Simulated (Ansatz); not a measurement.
Ansatz (a program for electronic structure) input for C5H5, SMILES [CH]1C=CC=C1, multiplicity 2, PBE/def2-SVPD. Geometry optimised at PBE0-D3(BJ)/def2-SVP. The isomer is the one that the SMILES or the coordinates give; other isomers of the formula were not compared.

Ansatz 0.2 input:
```yaml
crystal:
  periodic: [false, false, false]
  atoms:
    - {symbol: C, position_ang: [-1.17915884, -0.12512271, 0.00000000]}
    - {symbol: C, position_ang: [-0.24472161, -1.19840933, -0.00000000]}
    - {symbol: C, position_ang: [1.01348186, -0.63713871, -0.00000000]}
    - {symbol: C, position_ang: [0.87154478, 0.83191270, 0.00000000]}
    - {symbol: C, position_ang: [-0.46071401, 1.12898480, -0.00000000]}
    - {symbol: H, position_ang: [-2.26625592, -0.22855162, -0.00000000]}
    - {symbol: H, position_ang: [-0.48784262, -2.25961824, 0.00000000]}
    - {symbol: H, position_ang: [1.96434464, -1.17219808, 0.00000000]}
    - {symbol: H, position_ang: [1.70102227, 1.53970359, 0.00000000]}
    - {symbol: H, position_ang: [-0.91386144, 2.11930383, -0.00000000]}
basis:
  gaussian:
    orbitals: def2-SVPD
hamiltonian:
  xc: {name: PBE}
magnetization: {spin_polarized: true, initial_magnetization: 1}
```

Program output:

```
WARN ansatz: RAYON_NUM_THREADS=1 ignored (pool sized by the plan → 1); use --threads N
Functional definition: PBE
integrals: 0.06 GiB planned
1165 factors; their error is unknown
mean field: 0.58 GiB planned
mean field evaluation 1: about -5244.8589 eV, gradient 4.0e1 eV
mean field evaluation 2: about -5228.7054 eV, gradient 6.8e1 eV
mean field evaluation 4: about -5253.7373 eV, gradient 6.3e0 eV
mean field evaluation 8: about -5253.9293 eV, gradient 1.7e-1 eV
mean field evaluation 16: about -5253.8339 eV, gradient 1.2e-3 eV
mean field evaluation 32: about -5253.1862 eV, gradient 4.5e-2 eV
mean field -5253.83393059 eV, -193.0748357727 hartree, gradient 1.7e-5 eV, S^2 0.760732; 3 other end points of the search recorded, 0 dependent functions left out
reference -5253.83396997 eV, -193.0748372197 hartree; 18, 17 occupied and 122, 123 virtual orbitals, 1165 factors
Total energy: -5253.83396997 eV, -193.0748372197 hartree
```

Self-consistency was reached.

Cost: about 16 core-seconds (a rough figure).
